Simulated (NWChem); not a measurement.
System: SiH2OBrCl; SMILES O[SiH](Cl)Br

```xyz
6

Si    -0.4922     0.5991     0.4350
O     -1.9082     0.9166    -0.3324
Cl     0.9666     1.9376    -0.1269
Br     0.2399    -1.4358    -0.0532
H     -0.7439     0.7051     1.8831
H     -1.9297     0.8888    -1.2947
```
Atoms are numbered in this order, from 1.

Results from NWChem. The geometry was optimised at PBE0/def2-SVP. B3LYP is NWChem's, with the RPA form of VWN correlation. Ions are spin-unrestricted doublets at the neutral geometry; other ion states weren't tried.

For level B3LYP/def2-SVP:

| Quantity | Value |
|---|---|
| vertical ionisation energy, ΔSCF (eV) | 10.75 |
| −ε(HOMO) (eV) | 8.22 |

Estimate the same quantities for level PBE/def2-SVP.

The vertical ionisation energy, ΔSCF (eV) comes out as 10.34 and the −ε(HOMO) (eV) comes out as 7.16.
